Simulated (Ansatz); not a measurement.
## Two structures, one formula

Two relaxed structures of BH₃BrO (charge +1), closed shell (PBE0-D4/def2-TZVP; forces vanish, vibrations not checked).

A:

| atom | x (Å) | y (Å) | z (Å) |
| --- | --- | --- | --- |
| O1 | 0.4839 | 0.4261 | -0.4291 |
| B2 | -0.3247 | -0.5152 | 0.3415 |
| Br3 | -1.7995 | 0.1799 | 1.1828 |
| H4 | 0.2622 | 1.3733 | -0.4998 |
| H5 | 1.2853 | 0.1541 | -0.9110 |
| H6 | 0.0927 | -1.6182 | 0.3156 |

B:

O1  (0.746, 0.197, -0.385)
B2  (-0.019, -0.724, 0.115)
Br3  (-1.398, 0.066, 1.450)
H4  (-0.967, 1.434, 1.318)
H5  (1.432, -0.050, -1.022)
H6  (-0.147, -1.895, 0.019)
(Å)

Program: Ansatz 0.2.0. Basis: def2-TZVPP. Cores are frozen in the correlated methods. Filled d shells of the heavier atoms are correlated. The def2 sets are not built for correlating such inner shells, so the correlated values are less sure here. B3LYP uses VWN-RPA correlation.

(1) Which structure is lower at CCSD(T), and by how much? (An estimate is asked for; the value comes from the calculation.)

T1 diagnostic: at most 0.011.

## Answers

(1) Computed: A, by 0.310 eV (electronic energy, against the other). By their contacts, A is BH₃BrO ([OH2][BH][Br]), total charge +1 and B is BH₃BrO ([OH][BH][BrH]), total charge +1.

All methods give the same order:

```
   method  E(B) − E(A) (eV)
   PBE-D4             0.237
r2SCAN-D4             0.287
  PBE0-D4             0.316
 B3LYP-D4             0.262
  wB97M-V             0.308
       HF             0.413
      MP2             0.347
     CCSD             0.323
  CCSD(T)             0.310
```

Labels in which every atom is bracketed show which atoms are joined, not bond orders.

For scale, one of the runs: CCSD(T)/def2-TZVPP, 152 basis functions, launched by `ansatz run in.yaml --threads 2 --pin off --events-out ev --progress --plain --max-ram 4352MiB`. Time: 26 s of wall clock on 2 CPU threads of an Arm Neoverse V2; the host was shared. Peak host memory: 1.1 GiB.
